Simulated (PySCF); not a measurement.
```xyz
8

C     -1.4435     0.0278     0.0843
B      0.0641    -0.0881    -0.0307
Si     1.9019     0.2124     0.1565
H     -1.9995    -0.7801    -0.3982
H     -1.7310     0.9719    -0.4019
H     -1.7648     0.1155     1.1283
H      2.5322    -1.0488     0.6449
H      2.4406     0.5895    -1.1833
```

Charge 0, multiplicity 1.

Q: Give the Mulliken and meta-Löwdin atomic charges from r2SCAN-D4/def2-TZVP run with PySCF.

A: 
```
atom  Mulliken (e)  meta-Löwdin (e)
----  ------------  ---------------
C1           -0.33            -0.47
B2            0.07             0.07
Si3          -0.15            -0.01
H4            0.15             0.15
H5            0.15             0.17
H6            0.15             0.16
H7           -0.02            -0.04
H8           -0.02            -0.04
```
